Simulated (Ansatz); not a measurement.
CH5BClN, SMILES `NCBCl`. Total charge 0; spin multiplicity 1. The geometry is a stationary point of PBE0-D4/def2-TZVP. It is one conformer, not always the lowest.

```xyz
9

N     0.125    1.013   -0.882
C    -0.175   -0.318   -0.407
B     0.326   -0.708    1.005
Cl    0.948    0.487    2.120
H     0.043    1.697   -0.142
H    -0.480    1.291   -1.641
H    -1.259   -0.562   -0.349
H     0.218   -1.071   -1.106
H     0.254   -1.831    1.401
```

Problem. What is the dipole moment at ωB97M-V/def2-TZVPP? (An estimate is asked.)

Solution. Ansatz gave: 1.76 D, with components (-1.60, -0.23, -0.70) D in this frame, pointing from negative to positive charge.

Problem. And with PBE, r2SCAN, B3LYP? (Estimate.)

Solution. The calculation gave: PBE 1.73 D, r2SCAN 1.80 D, B3LYP 1.76 D.

Problem. Give the Mulliken charges with ωB97M-V, r2SCAN, PBE in def2-TZVPP. (An estimate is asked.)

Solution. Ansatz gave: 
```csv
atom,ωB97M-V,r2SCAN,PBE
N1,-0.29,-0.37,-0.33
C2,-0.08,0.00,-0.10
B3,-0.01,0.13,0.08
Cl4,-0.12,-0.15,-0.13
H5,0.11,0.14,0.14
H6,0.10,0.14,0.14
H7,0.10,0.05,0.09
H8,0.11,0.06,0.10
H9,0.08,0.01,0.02
```

B3LYP here is the variant with VWN-RPA as its local correlation; programs differ in this.
